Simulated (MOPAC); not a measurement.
MOPAC input (PM6):

```
PM6 FORCE THERMO(298,298) PRECISE LET GEO-OK AUX(PRECISION=9) THREADS=1
C2H3F3

C    -1.50654119 1   -0.01901013 1    0.05742157 1
C    -0.00317062 1   -0.00003760 1    0.00012279 1
F     0.60934955 1   -0.13680042 1    1.18919041 1
F     0.54589854 1   -0.97011454 1   -0.75171824 1
F     0.52898268 1    1.12816210 1   -0.50165743 1
H    -1.89251058 1   -0.96386402 1    0.47568871 1
H    -1.90672397 1    0.79485059 1    0.68528925 1
H    -1.95989753 1    0.09638853 1   -0.94154928 1
```

From the output:

```
     H    8   0.422728   4.198462

          HEAT OF FORMATION =    -176.599117 KCALS/MOLE

          ZERO POINT ENERGY      30.197 KCAL/MOL

           NORMAL COORDINATE ANALYSIS (Total motion = 1 Angstrom)

   Root No.       1         2         3         4         5         6         7         8

                 1 A2      1 E       1 E       2 E       2 E       1 A1      2 A1      3 E

                 120.2     334.3     334.3     494.4     494.4     542.5     939.7     986.8

           1    0.0000    0.0000   -0.0000    0.0000    0.0000    0.1495    0.1664   -0.0000
           2    0.0000    0.0417   -0.0983    0.0258    0.0125   -0.0000    0.0000   -0.0347
           3   -0.0000    0.0982    0.0418   -0.0125    0.0258   -0.0000    0.0000   -0.0689
           4    0.0000   -0.0000    0.0000   -0.0000   -0.0000    0.1160   -0.0323   -0.0000
           5    0.0000   -0.0147    0.0347   -0.1078   -0.0521   -0.0000    0.0000   -0.0120
           6   -0.0000   -0.0346   -0.0147    0.0522   -0.1075   -0.0000    0.0000   -0.0238
           7    0.0000   -0.0438    0.1033   -0.0250   -0.0121   -0.0636   -0.0366    0.0092
           8   -0.0000    0.0046   -0.0108   -0.1007   -0.0487    0.0770   -0.1037    0.0158
           9    0.0142   -0.0543   -0.0231   -0.0606    0.1247    0.0000   -0.0000   -0.0027
          10   -0.0000   -0.0674   -0.0897    0.0230   -0.0156   -0.0636   -0.0366    0.0112
          11   -0.0123   -0.0443    0.0261    0.0212    0.1307   -0.0385    0.0518   -0.0119
          12   -0.0071   -0.0174    0.0259    0.1192    0.0031    0.0667   -0.0898    0.0155
          13    0.0000    0.1112   -0.0136    0.0020    0.0276   -0.0636   -0.0366   -0.0204
          14    0.0123    0.0120    0.0500    0.1159   -0.0644   -0.0385    0.0518    0.0177
          15   -0.0071    0.0065   -0.0305   -0.0763   -0.0915   -0.0667    0.0898    0.0303
          16    0.0000    0.1402   -0.0172    0.0121    0.1663    0.1449    0.1570    0.3682
          17    0.2764    0.0661   -0.1583    0.0991    0.0452   -0.0004    0.0040    0.0448
          18   -0.1596    0.1562    0.0675   -0.0485    0.0942   -0.0006    0.0070    0.0911
          19   -0.0000   -0.0849   -0.1130    0.1383   -0.0936    0.1449    0.1570   -0.2025
          20   -0.2764    0.0679   -0.1575    0.0970    0.0496   -0.0004    0.0041    0.0567
          21   -0.1596    0.1570    0.0657   -0.0441    0.0963    0.0006   -0.0070    0.0971
          22    0.0000   -0.0552    0.1302   -0.1503   -0.0727    0.1449    0.1570   -0.1657
          23   -0.0000    0.0663   -0.1563    0.0942    0.0455    0.0007   -0.0081    0.0456
          24    0.3191    0.1582    0.0673   -0.0481    0.0991   -0.0000   -0.0000    0.1044

   Root No.       9        10        11        12        13        14        15        16

                 3 E       4 E       4 E       5 E       5 E       3 A1      4 A1      6 E

                 986.8    1222.5    1222.5    1313.7    1313.7    1324.4    1353.6    2678.2

           1    0.0000   -0.0000   -0.0000   -0.0000   -0.0000    0.0784   -0.0700   -0.0000
           2    0.0712   -0.0368   -0.0127   -0.0236   -0.0471   -0.0000    0.0000   -0.0147
           3   -0.0358    0.0126   -0.0370   -0.0453    0.0245   -0.0000    0.0000   -0.0484
           4    0.0000   -0.0000   -0.0000    0.0000    0.0000   -0.0288    0.2236   -0.0000
           5    0.0246   -0.0005   -0.0002    0.1180    0.2358    0.0000   -0.0000   -0.0007
           6   -0.0124    0.0002   -0.0005    0.2270   -0.1226    0.0000   -0.0000   -0.0022
           7   -0.0188   -0.0000   -0.0000   -0.0177   -0.0354    0.0034   -0.0232    0.0001
           8   -0.0325   -0.0005   -0.0002   -0.0418   -0.0834    0.0058   -0.0443    0.0001
           9   -0.0014    0.0001   -0.0003   -0.0028    0.0015    0.0000    0.0000   -0.0001
          10    0.0176    0.0000   -0.0000   -0.0206    0.0336    0.0034   -0.0232    0.0002
          11   -0.0137   -0.0004   -0.0000    0.0220   -0.0412   -0.0029    0.0222   -0.0001
          12    0.0272    0.0002   -0.0004   -0.0435    0.0678    0.0050   -0.0384    0.0001
          13    0.0012    0.0000    0.0000    0.0383    0.0018    0.0034   -0.0232   -0.0003
          14    0.0017   -0.0003   -0.0002   -0.0451   -0.0049   -0.0029    0.0222    0.0001
          15   -0.0034    0.0001   -0.0005   -0.0784   -0.0020   -0.0050    0.0384    0.0001
          16   -0.0220   -0.0332   -0.1698    0.2229    0.0102   -0.2604   -0.1728   -0.1951
          17   -0.1073    0.3496   -0.1159    0.0324    0.0637   -0.0648   -0.0336    0.2194
          18    0.0550   -0.2222   -0.0377    0.0622   -0.0330   -0.1122   -0.0582    0.3697
          19   -0.3182   -0.1298    0.1138   -0.1200    0.1954   -0.2604   -0.1728    0.1371
          20   -0.1011    0.2054    0.3068    0.0316    0.0641   -0.0648   -0.0336   -0.1653
          21    0.0427    0.1986    0.1070    0.0618   -0.0339    0.1122    0.0582    0.2532
          22    0.3402    0.1630    0.0561   -0.1029   -0.2056   -0.2604   -0.1728    0.0581
          23   -0.0936   -0.0870   -0.0299    0.0324    0.0646    0.1296    0.0672    0.1279
          24    0.0542   -0.1367    0.4007    0.0613   -0.0331    0.0000    0.0000   -0.0217

   Root No.      17        18

                 6 E       5 A1

                2678.2    2782.9

           1   -0.0000   -0.0253
           2   -0.0492    0.0000
           3    0.0149    0.0000
           4   -0.0000   -0.0065
           5   -0.0022    0.0000
           6    0.0007    0.0000
           7    0.0003    0.0002
           8    0.0002    0.0003
           9    0.0000    0.0000
          10   -0.0002    0.0002
          11   -0.0000   -0.0002
          12   -0.0002    0.0003
          13   -0.0001    0.0002
          14   -0.0001   -0.0002
          15    0.0001   -0.0003
          16   -0.0463    0.1214
          17    0.0316   -0.1493
          18    0.0996   -0.2586
          19   -0.1485    0.1214
          20    0.1499   -0.1493
          21   -0.2913    0.2586
          22    0.1949    0.1214
          23    0.4293    0.2986
          24    0.0067    0.0000

           MASS-WEIGHTED COORDINATE ANALYSIS (NORMAL COORDINATES)

   Root No.       1         2         3         4         5         6         7         8

                 1 A2      1 E       1 E       2 E       2 E       1 A1      2 A1      3 E

                 120.2     334.3     334.3     494.4     494.4     542.5     939.7     986.8

           1    0.0000    0.0000   -0.0000    0.0000    0.0000    0.5026    0.5476   -0.0000
           2    0.0000    0.1688   -0.3975    0.0821    0.0398   -0.0000    0.0000   -0.1979
           3   -0.0000    0.3975    0.1688   -0.0398    0.0821   -0.0000    0.0000   -0.3931
           4    0.0000   -0.0000    0.0000   -0.0000   -0.0000    0.3900   -0.1064   -0.0000
           5    0.0000   -0.0596    0.1402   -0.3427   -0.1660   -0.0000    0.0000   -0.0683
           6   -0.0000   -0.1402   -0.0596    0.1660   -0.3427   -0.0000    0.0000   -0.1357
           7    0.0000   -0.2231    0.5252   -0.1000   -0.0484   -0.2691   -0.1514    0.0658
           8   -0.0000    0.0234   -0.0550   -0.4028   -0.1951    0.3257   -0.4292    0.1135
           9    0.1094   -0.2763   -0.1173   -0.2421    0.4999    0.0000   -0.0000   -0.0194
          10   -0.0000   -0.3433   -0.4558    0.0919   -0.0624   -0.2691   -0.1514    0.0803
          11   -0.0948   -0.2256    0.1325    0.0849    0.5237   -0.1628    0.2146   -0.0850
          12   -0.0547   -0.0887    0.1316    0.4767    0.0122    0.2821   -0.3717    0.1109
          13    0.0000    0.5664   -0.0694    0.0081    0.1108   -0.2691   -0.1514   -0.1461
          14    0.0948    0.0613    0.2544    0.4635   -0.2580   -0.1628    0.2146    0.1271
          15   -0.0547    0.0331   -0.1553   -0.3051   -0.3664   -0.2821    0.3717    0.2177
          16    0.0000    0.1644   -0.0201    0.0112    0.1535    0.1412    0.1497    0.6083
          17    0.4909    0.0775   -0.1853    0.0913    0.0417   -0.0004    0.0039    0.0741
          18   -0.2834    0.1832    0.0791   -0.0446    0.0870   -0.0006    0.0067    0.1505
          19   -0.0000   -0.0996   -0.1323    0.1273   -0.0864    0.1412    0.1497   -0.3343
          20   -0.4909    0.0796   -0.1844    0.0893    0.0458   -0.0004    0.0039    0.0937
          21   -0.2835    0.1841    0.0769   -0.0406    0.0889    0.0006   -0.0067    0.1604
          22    0.0000   -0.0647    0.1524   -0.1385   -0.0671    0.1412    0.1497   -0.2740
          23   -0.0000    0.0777   -0.1830    0.0868    0.0420    0.0007   -0.0077    0.0754
          24    0.5669    0.1855    0.0788   -0.0443    0.0915   -0.0000   -0.0000    0.1724

   Root No.       9        10        11        12        13        14        15        16

                 3 E       4 E       4 E       5 E       5 E       3 A1      4 A1      6 E

                 986.8    1222.5    1222.5    1313.7    1313.7    1324.4    1353.6    2678.2

           1    0.0000   -0.0000   -0.0000   -0.0000   -0.0000    0.4647   -0.2547   -0.0000
           2    0.3931   -0.2174   -0.0743   -0.0751   -0.1444   -0.0000    0.0000   -0.0829
           3   -0.1979    0.0743   -0.2174   -0.1444    0.0750   -0.0000    0.0000   -0.2693
           4    0.0000   -0.0000   -0.0000    0.0000    0.0000   -0.1708    0.8142   -0.0000
           5    0.1357   -0.0027   -0.0009    0.3759    0.7233    0.0000   -0.0000   -0.0038
           6   -0.0683    0.0009   -0.0027    0.7233   -0.3759    0.0000   -0.0000   -0.0122
           7   -0.1307   -0.0001   -0.0000   -0.0709   -0.1364    0.0250   -0.1063    0.0006
           8   -0.2255   -0.0038   -0.0013   -0.1673   -0.3219    0.0431   -0.2029    0.0004
           9   -0.0098    0.0008   -0.0024   -0.0112    0.0058    0.0000    0.0000   -0.0008
          10    0.1223    0.0001   -0.0001   -0.0827    0.1296    0.0250   -0.1063    0.0015
```
